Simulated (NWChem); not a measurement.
Molecule: C2H3ClO2Si; SMILES O=C1OC[Si@H]1Cl

```xyz
9

O      1.5892    -1.8976     0.0559
C      0.5765    -1.2862    -0.0155
O     -0.6425    -1.7455     0.4203
C     -1.5713    -0.6600     0.1992
Si    -0.2113     0.3808    -0.6242
Cl     0.3538     2.1261     0.3052
H     -2.4074    -0.9991    -0.4309
H     -1.9631    -0.2882     1.1579
H     -0.2901     0.6336    -2.0880
```
Atoms are numbered in this order, from 1.

Computed with NWChem. All runs use the structure optimised with PBE0/def2-SVP.

**Question.** What does the run give for PW6B95/def2-TZVP? Quantities: highest occupied level (eV); orbital gap (eV); dipole (D).

**Answer.** 
```yaml
highest occupied level (eV): -7.97
orbital gap (eV): 6.62
dipole (D): 3.85
```
